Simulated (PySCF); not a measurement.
SMILES C#C[SiH2]C#C (C4H4Si) (B3LYP/def2-SVP optimised geometry):

```
9

Si    -1.336    -1.579     0.000
C      0.501    -1.579     0.000
C      1.718    -1.591     0.000
C     -1.974     0.143     0.000
C     -2.410     1.280    -0.001
H     -1.826    -2.284     1.215
H     -1.826    -2.284    -1.215
H      2.793    -1.601     0.000
H     -2.793     2.284    -0.002
```

Level of theory: B3LYP/def2-TZVP (PySCF 2.14.0).

Question: What are the frontier orbital energies and the dipole moment?

Answer: HOMO-2 -8.20 eV, HOMO-1 -8.03 eV, HOMO -7.97 eV, LUMO -0.72 eV, LUMO+1 -0.68 eV; dipole moment 0.58 D.

Meta-Löwdin charges at B3LYP/def2-TZVP: Si1 0.70, C2 -0.29, C3 -0.14, C4 -0.29, C5 -0.14, H6 -0.09, H7 -0.09, H8 0.18, H9 0.18.
